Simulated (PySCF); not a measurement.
Al(Me)(OH) (CH4AlO), SMILES [Al]([CH3])[OH], multiplicity 2.

The structure is a stationary point at PBE0-D3(BJ)/def2-TZVP. The spin state was assumed, not searched. The isomer is the one that the SMILES or the coordinates give; other isomers of the formula were not compared. One conformer was computed; it need not be the lowest.

Level of theory: PBE0-D3(BJ)/def2-TZVP run with PySCF 2.14.0.

Frequencies are harmonic and unscaled.

Estimate the vibrational spectrum. (Estimate from the structure and the level; the computed values follow.)


```json
[
 {"mode": "1", "ν (cm⁻¹)": "28", "IR (km/mol)": "0.6", "moving atoms (share of kinetic energy)": "H 85 %"},
 {"mode": "2", "ν (cm⁻¹)": "190", "IR (km/mol)": "6.0", "moving atoms (share of kinetic energy)": "O 32 %, Al 25 %, H 25 %, C 18 %"},
 {"mode": "3", "ν (cm⁻¹)": "355", "IR (km/mol)": "77.4", "moving atoms (share of kinetic energy)": "H 93 %"},
 {"mode": "4", "ν (cm⁻¹)": "576", "IR (km/mol)": "0.8", "moving atoms (share of kinetic energy)": "H 84 %, C 14 %"},
 {"mode": "5", "ν (cm⁻¹)": "582", "IR (km/mol)": "67.2", "moving atoms (share of kinetic energy)": "H 47 %, C 34 %, Al 16 %"},
 {"mode": "6", "ν (cm⁻¹)": "612", "IR (km/mol)": "83.7", "moving atoms (share of kinetic energy)": "H 50 %, C 19 %, O 19 %, Al 12 %"},
 {"mode": "7", "ν (cm⁻¹)": "693", "IR (km/mol)": "101.2", "moving atoms (share of kinetic energy)": "H 75 %, C 15 %"},
 {"mode": "8", "ν (cm⁻¹)": "833", "IR (km/mol)": "76.8", "moving atoms (share of kinetic energy)": "O 47 %, Al 42 %, H 10 %"},
 {"mode": "9", "ν (cm⁻¹)": "1180", "IR (km/mol)": "6.4", "moving atoms (share of kinetic energy)": "H 81 %, C 19 %"},
 {"mode": "10", "ν (cm⁻¹)": "1428", "IR (km/mol)": "4.2", "moving atoms (share of kinetic energy)": "H 95 %"},
 {"mode": "11", "ν (cm⁻¹)": "1439", "IR (km/mol)": "5.6", "moving atoms (share of kinetic energy)": "H 95 %"},
 {"mode": "12", "ν (cm⁻¹)": "3036", "IR (km/mol)": "6.3", "moving atoms (share of kinetic energy)": "H 97 %"},
 {"mode": "13", "ν (cm⁻¹)": "3119", "IR (km/mol)": "5.0", "moving atoms (share of kinetic energy)": "H 91 %, C 9 %"},
 {"mode": "14", "ν (cm⁻¹)": "3149", "IR (km/mol)": "5.4", "moving atoms (share of kinetic energy)": "H 91 %, C 9 %"},
 {"mode": "15", "ν (cm⁻¹)": "3957", "IR (km/mol)": "89.4", "moving atoms (share of kinetic energy)": "H 94 %"}
]
```
